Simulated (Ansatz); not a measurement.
Molecule: LaF₂, net charge 0, doublet state. The spin state was set by rule; other spins were not relaxed. 
Geometry from a B3LYP-D3(BJ)/def2-TZVP (Ansatz, a quantum-chemistry and plane-wave program) optimisation:
```xyz
3

La     0.2371     0.1567     0.0399
F     -1.2946     0.6401    -1.3577
F     -0.2073    -1.6326     1.1050
```
Charge 0, spin multiplicity 2.

Wanted: atomisation energy (electronic, to ground-state atoms), in kJ/mol. Cores are frozen in the correlated levels unless marked. UHF or UKS for open shells. No spin-orbit coupling. Frozen are the shells of the preceding noble gas and the d and f shells that filled before the atom's block. In def2 rows, elements after Kr have scalar-relativistic effective core potentials. 

```tsv
level	program	atomisation energy (kJ/mol)
revPBE-D3(BJ)/def2-TZVPD	Ansatz + dftd3	1256.4
revPBE/def2-TZVPD	Ansatz	1249.4
B97M-V/def2-TZVPD	Ansatz	1252.9
HSE06-D3(BJ)/def2-TZVPD	Ansatz + dftd3	1239.1
RI-MP2/def2-TZVPPD	Ansatz	1337.8
CCSD/def2-TZVPPD	Ansatz	1222.4
```
